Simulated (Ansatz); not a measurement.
`C[O][InH][Cl]` → `[CH2]` (triplet) + `[OH][InH][Cl]`  (formal loss of a carbene)

Gas-phase electronic energies from Ansatz, PBE0-D4/def2-TZVP geometries. CCSD(T)/CBS adds triple-zeta CCSD(T) − MP2 to the extrapolated MP2 energy (def2 sets, frozen cores). This one scheme is used for every species. Functionals use def2-TZVPP. Triplets are unrestricted, without spin–orbit coupling. Elements past krypton have def2 core potentials. For In outer-core shells are correlated without core-valence functions, which leaves a few kJ/mol of doubt a bond. One conformer a species, not always the lowest.

```csv
level,ΔE (kJ/mol)
r2SCAN0-D4,347.8
RPA@PBE/def2-TZVPP,363.1
CCSD/def2-TZVPP,353.6
HF/CBS(def2),235.8
```

Problem. What does CCSD(T)/CBS give? (An estimate is asked.)

Solution. Ansatz gave: +374.2 kJ/mol. The listed levels differ from it by -26.4, -11.1, -20.6, -138.4 kJ/mol.

Largest T1 diagnostic among the species: 0.016.

At CCSD(T), def2-SVP lies −4.3 kJ/mol from the extrapolated value and def2-TZVPP −9.5 kJ/mol. Leaving LDA and LC-ωPBE aside and taking each functional with its dispersion term where it has one, the values, not all of them listed here, spread over 40.6 kJ/mol, from r2SCAN0-D4 to ωB97X-V. LDA lies +71.7 kJ/mol from PBE without D4.
